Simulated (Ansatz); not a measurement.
`COB(S)OC` + CH₃OH → `COB(OC)OC` + H₂S  (ligand exchange at a B–S bond)

Isolated molecules relaxed with PBE0-D4/def2-TZVP in Ansatz; ΔE leaves out vibrations. CBS: MP2 limit from def2 TZ/QZ plus the TZ coupled-cluster correction, frozen cores. This one scheme is used for every species. DFT in def2-TZVPP. One conformer a species, not always the lowest.

`COB(S)OC`:

Cartesian coordinates in Å:
```
C -1.297 1.218 -1.172
O -0.302 0.328 -0.713
B -0.134 0.052 0.606
S -1.202 0.827 1.873
O 0.834 -0.809 1.001
C 1.673 -1.421 0.038
H -1.150 2.220 -0.759
H -1.222 1.267 -2.258
H -2.296 0.865 -0.900
H -0.599 0.211 2.900
H 2.367 -2.067 0.575
H 1.092 -2.020 -0.667
H 2.237 -0.673 -0.525
```

CH₃OH:

```xyz
6

C     0.243    0.216    0.145
O    -0.432   -0.995   -0.104
H     1.039   -0.003    0.858
H    -0.411    0.976    0.589
H     0.702    0.633   -0.760
H    -1.140   -0.826   -0.729
```

`COB(OC)OC`:

Z-matrix (Å, degrees):
```
C
O 1 1.412
H 1 1.090 2 107.6
H 1 1.093 2 111.3 3 119.5
H 1 1.093 2 111.3 3 -119.6
B 2 1.363 1 120.2 3 179.8
O 6 1.363 2 120.0 1 0.0
O 6 1.363 2 120.0 1 -180.0
C 7 1.412 6 120.2 2 -180.0
C 8 1.412 6 120.2 2 -0.0
H 9 1.093 7 111.3 6 60.5
H 9 1.093 7 111.3 6 -60.4
H 9 1.090 7 107.6 6 -179.9
H 10 1.093 8 111.3 6 60.3
H 10 1.093 8 111.3 6 -60.6
H 10 1.090 8 107.6 6 179.9
```

H₂S:

```xyz
3

S    -0.100    0.047    0.609
H    -0.904   -0.021   -0.462
H     1.005   -0.027   -0.147
```

```tsv
level	ΔE (kJ/mol)	difference from CCSD(T)/CBS
PBE0-D4	-57.5	5.8
ωB97X-V	-64.3	-1.0
B2PLYP	-65.9	-2.6
PBE	-53.1	10.2
PBE0	-57.7	5.6
HF/def2-TZVPP	-81.4	-18.1
MP2/def2-TZVPP	-60.6	2.7
CCSD/def2-TZVPP	-69.6	-6.3
CCSD(T)/def2-TZVPP	-66.2	-2.9
CCSD/CBS(def2)	-66.7	-3.4
CCSD(T)/CBS	-63.3	0
```

Largest T1 diagnostic among the species: 0.012.

In def2-TZVPP, CCSD(T) changes the Hartree–Fock value by +15.1 kJ/mol (the triples alone add +3.4 kJ/mol) and MP2 by +20.8 kJ/mol. From PBE to PBE0 (25 % exact exchange), in def2-TZVPP and without D4, ΔE moves by −4.6 kJ/mol.
